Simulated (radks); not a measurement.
The numbers below are computed, except where a source is named.
Isoelectronic series with 6 electrons, each ion in its NIST ground configuration. Code: a radial shooting solver on a logarithmic mesh with Libxc functionals. Model: scalar-relativistic Kohn-Sham, r2SCAN, spin-unpolarised, spherical densities, finite nucleus; meta-GGA in the generalised Kohn-Sham scheme; Fermi nuclear charge, rms radius of each element as measured or else 0.836 A^(1/3) + 0.57 fm. Total energies (hartree) and orbital eigenvalues (eV):

ion    configuration  E (hartree)         2p         2s         1s
C       [He] 2s2 2p2    -37.77071    -5.2469   -14.4884  -277.5302
O2+     [He] 2s2 2p2    -73.16202   -43.2324   -59.6326  -563.5658
Ne4+    [He] 2s2 2p2   -120.63143  -109.1911  -132.7917  -959.9756
Mg6+    [He] 2s2 2p2   -180.19262  -202.6534  -233.5410  -1466.327
Si8+    [He] 2s2 2p2   -251.87919  -323.5290  -361.8618  -2082.769
S10+    [He] 2s2 2p2   -335.73564  -471.8142  -517.8309  -2809.640
Ar12+   [He] 2s2 2p2   -431.81551  -647.5421  -701.5718  -3647.396
Ca14+   [He] 2s2 2p2   -540.18105  -850.7670  -913.2415  -4596.588
Ti16+   [He] 2s2 2p2   -660.90293  -1081.559  -1153.026  -5657.851
Cr18+   [He] 2s2 2p2   -794.06070  -1340.001  -1421.137  -6831.909
Fe20+   [He] 2s2 2p2   -939.74256  -1626.188  -1717.817  -8119.568
Ni22+   [He] 2s2 2p2  -1098.04617  -1940.227  -2043.333  -9521.728
Ge26+   [He] 2s2 2p2  -1452.95461  -2652.337  -2782.085  -12673.56
Se28+   [He] 2s2 2p2  -1649.80378  -3050.675  -3196.003  -14425.51
Kr30+   [He] 2s2 2p2  -1859.76274  -3477.397  -3640.123  -16296.46
Sr32+   [He] 2s2 2p2  -2082.98025  -3932.663  -4114.865  -18287.82
Zr34+   [He] 2s2 2p2  -2319.61638  -4416.642  -4620.686  -20401.07
Mo36+   [He] 2s2 2p2  -2569.84157  -4929.517  -5158.076  -22637.80
Ru38+   [He] 2s2 2p2  -2833.84444  -5471.479  -5727.570  -24999.77
Pd40+   [He] 2s2 2p2  -3111.82362  -6042.732  -6329.744  -27488.85

Estimate the row of Zn24+ ([He] 2s2 2p2).

Answer. E (hartree) -1269.07788; 2p -2282.234; 2s -2397.980; 1s -11039.37.
